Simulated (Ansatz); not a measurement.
One change: `CB(F)[SeH]` becomes `CB(F)C=O`.

Ansatz, PBE0-D4/def2-TZVP geometries, multiplicity 1. Each molecule was computed in one conformer, which needn't be the lowest.

Scalar relativity is left out up to krypton.

```json
{"property": "HOMO energy (ωB97M-V/def2-TZVPP) / eV", "`CB(F)[SeH]`": "-9.65"}
{"property": "LUMO energy (PBE/def2-TZVPP) / eV", "`CB(F)[SeH]`": "-1.29"}
{"property": "size of the dipole moment (ωB97M-V/def2-TZVPP) / D", "`CB(F)[SeH]`": "1.80"}
{"property": "LUMO energy (PBE0/def2-TZVPP) / eV", "`CB(F)[SeH]`": "-0.34"}
{"property": "HOMO–LUMO gap (PBE/def2-TZVPP) / eV", "`CB(F)[SeH]`": "5.09"}
{"property": "HOMO energy (B3LYP/def2-TZVPP) / eV", "`CB(F)[SeH]`": "-7.27"}
```

**Question.** What does the change do to each property? (An estimate is asked.)

**Answer.** Computed: 
```
                                          property  `CB(F)C=O`  shift
             HOMO energy (ωB97M-V/def2-TZVPP) / eV       -9.60   0.05
                 LUMO energy (PBE/def2-TZVPP) / eV       -3.56  -2.27
size of the dipole moment (ωB97M-V/def2-TZVPP) / D        3.37   1.57
                LUMO energy (PBE0/def2-TZVPP) / eV       -2.48  -2.14
               HOMO–LUMO gap (PBE/def2-TZVPP) / eV        2.07  -3.02
               HOMO energy (B3LYP/def2-TZVPP) / eV       -7.02   0.25
```

With PBE0 the HOMO rises by 0.28 eV and the LUMO falls by 2.14 eV, so the gap narrows by about 2.42 eV. PBE moves the HOMO by 0.75 eV and ωB97M-V by 0.05 eV. Dipoles are sizes alone; their direction can turn.

B3LYP here is the variant with VWN-RPA as its local correlation; programs differ in this.

Spin–orbit coupling is left out; it splits and shifts lone-pair levels of the heavy atoms by tenths of an eV.
